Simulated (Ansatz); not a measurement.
Geometry optimisation, DFT PBE, scalar-relativistic, plane waves, PAW (Ansatz).

The input (input.yaml):

```yaml
accuracy: low
crystal:
  lattice:
    - [7.6, 0.0, 0.0]
    - [0.0, 5.374012, 0.0]
    - [0.0, 0.0, 16.030509]
  atoms:
    - { symbol: Rh, position: [0.25, 0.25, 0.0623811] }
    - { symbol: Rh, position: [0.75, 0.25, 0.0623811] }
    - { symbol: Rh, position: [0.25, 0.75, 0.0623811] }
    - { symbol: Rh, position: [0.75, 0.75, 0.0623811] }
    - { symbol: Rh, position: [0.0, 0.0, 0.1461902] }
    - { symbol: Rh, position: [0.5, 0.0, 0.1461902] }
    - { symbol: Rh, position: [0.0, 0.5, 0.1461902] }
    - { symbol: Rh, position: [0.5, 0.5, 0.1461902] }
    - { symbol: Rh, position: [0.25, 0.25, 0.2299993] }
    - { symbol: Rh, position: [0.75, 0.25, 0.2299993] }
    - { symbol: Rh, position: [0.25, 0.75, 0.2299993] }
    - { symbol: Rh, position: [0.75, 0.75, 0.2299993] }
    - { symbol: Rh, position: [0.0, 0.0, 0.3138084] }
    - { symbol: Rh, position: [0.5, 0.0, 0.3138084] }
    - { symbol: Rh, position: [0.0, 0.5, 0.3138084] }
    - { symbol: Rh, position: [0.5, 0.5, 0.3138084] }
    - { symbol: C, position: [0.1606337, 0.3384596, 0.4179848] }
    - { symbol: O, position: [0.1606337, 0.3384596, 0.4903468] }
basis:
  ecutwfc: 420.0
kpoints:
  mp_grid: { grid: [2, 2, 1] }
hamiltonian:
  xc: pbe
scf:
  occupations: { method: fermi_dirac, width: 0.1 }
  lower_state_search: "off"
relax:
  f_tol: 0.08
  max_steps: 25
  adjacent_minimum: "off"
  constraints: [{ sites: [0, 1, 2, 3] }]
output:
  write_density: true
  write_potential: true
  elf: true
  volumetric_format: npy
```

Launched with:

```bash
$ ansatz run input.yaml --threads 4 --pin off --max-ram 10240MiB --backend cpu --events-out ev --progress --plain --runs-dir out
```

Task: Where does it end, and by what steps?

Result: The forces met the threshold. Limits of this set-up: coarse k mesh, thin slab, slab without dipole correction, no dispersion correction for a molecule that may bind weakly, low accuracy level. After 10 steps the energy has fallen by 1.299 eV; C17 moved furthest, 1.29 Å.

```tsv
step	energy less start (eV)	largest force component (eV/Å)	accepted
0	0.0000	1.632	yes
1	-0.5457	2.123	yes
2	-0.8843	3.147	yes
3	-1.0039	2.160	yes
4	-1.1102	0.561	yes
5	-1.1683	0.311	yes
6	-1.2240	0.302	yes
7	-1.2716	0.179	yes
8	-1.2896	0.084	yes
9	-1.2975	0.132	yes
10	-1.2989	0.057	yes
```

```xyz
18
Lattice="7.6000 0.0000 0.0000 0.0000 5.3740 0.0000 0.0000 0.0000 16.0305" Properties=species:S:1:pos:R:3
Rh 1.900 1.344 1.000
Rh 5.700 1.344 1.000
Rh 1.900 4.031 1.000
Rh 5.700 4.031 1.000
Rh -0.001 -0.011 2.241
Rh 3.801 0.000 2.255
Rh -0.001 2.699 2.240
Rh 3.801 2.687 2.254
Rh 1.893 1.344 3.640
Rh 5.709 1.344 3.642
Rh 1.901 4.032 3.640
Rh 5.701 4.032 3.641
Rh 0.004 0.009 5.007
Rh 3.800 0.001 4.916
Rh 0.004 2.679 5.005
Rh 3.800 2.689 4.909
C 0.037 1.346 6.485
O 0.067 1.345 7.663
```

Time of the run: 70 s on 4 threads of Intel(R) Xeon(R) Platinum 8259CL CPU @ 2.50GHz (Skylake/Cascade Lake) (shared host), peak memory 2.2 GiB.
